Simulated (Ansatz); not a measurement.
Input file:

```yaml
crystal:
  periodic: [false, false, false]
  atoms:
    - { symbol: Sn, position_ang: [-0.029866, 0.057969, 0.003825] }
    - { symbol: Cl, position_ang: [-0.031529, 0.085699, 2.36923] }
    - { symbol: H, position_ang: [1.585489, -0.224815, -0.450854] }
    - { symbol: C, position_ang: [-1.01845, 1.805497, -0.721008] }
    - { symbol: H, position_ang: [-2.069209, 1.56386, -0.875803] }
    - { symbol: H, position_ang: [-0.934688, 2.607747, 0.010584] }
    - { symbol: H, position_ang: [-0.58084, 2.129671, -1.664702] }
    - { symbol: O, position_ang: [-1.14424, -1.465108, -0.515455] }
    - { symbol: H, position_ang: [-1.011366, -2.299619, -0.092417] }
basis:
  gaussian: { orbitals: def2-SVP }
hamiltonian:
  xc: hf
md:
  timestep: 0.5
  n_steps: 100
  ensemble: nvt_langevin
  temperature: 300.0
  initial_velocities: maxwell_boltzmann
  seed: 4572
  friction: 0.02
```

Launched with:

```bash
$ ansatz run input.yaml --threads 1 --pin off --max-ram 2048MiB --backend cpu --events-out ev --progress --plain --runs-dir out
```

Hardware: 1 thread of Intel(R) Xeon(R) 6975P-C (Granite Rapids), with other jobs on the host.

Task: Roughly how long does this run take, and how much memory?

Result: 2.7 min, with a peak of 0.21 GiB, for 101 ionic steps.
